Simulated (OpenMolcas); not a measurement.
Consider [Cu2(μ-OH)2(NH3)4]2+, a planar model complex in vacuum (2 bridging OH, bridge angle 104°, metal-metal distance 3.04 Å, Cu–OH 1.93 Å; typed geometry, not optimised).

```xyz
22

Cu    -1.5177     0.0000     0.0000
Cu     1.5177     0.0000     0.0000
O      0.0000     1.1858     0.0000
H      0.0000     2.1458     0.0000
O      0.0000    -1.1858     0.0000
H      0.0000    -2.1458     0.0000
N     -2.9531     1.4354     0.0000
H     -3.2349     1.7172     0.9389
H     -2.6600     2.2922    -0.4695
H     -3.8099     1.1423    -0.4694
N     -2.9531    -1.4354     0.0000
H     -3.2349    -1.7172     0.9389
H     -3.8099    -1.1423    -0.4695
H     -2.6600    -2.2922    -0.4694
N      2.9531     1.4354     0.0000
H      3.2349     1.7172     0.9389
H      3.8099     1.1423    -0.4695
H      2.6600     2.2922    -0.4694
N      2.9531    -1.4354     0.0000
H      3.2349    -1.7172     0.9389
H      2.6600    -2.2922    -0.4695
H      3.8099    -1.1423    -0.4694
```

**Question.** Give the energies of the total-spin states at CASSCF(2,2) on the singly occupied d orbitals (ANO-RCC-VDZP on Cu, O, N and ANO-RCC-VDZ on H, scalar-relativistic DKH2, RICD, no spin-orbit coupling, OpenMolcas), and the exchange constant.

**Answer.** Local spins 1/2 and 1/2.

```
total S  E (cm⁻¹)  natural occupations, lowest and highest
-------  --------  ---------------------------------------
1            81.4                             1.000, 1.000
0             0.0                             0.941, 1.059
```

J = -40.7 cm⁻¹ (antiferromagnetic).

J is defined by H = −2J S1·S2, so negative values are antiferromagnetic. Wave-function values come from the highest and lowest total spin; broken-symmetry values use Yamaguchi's formula with the computed ⟨S²⟩. The active space holds the singly occupied metal orbitals alone, without bridging-ligand orbitals. No row is a measured value.
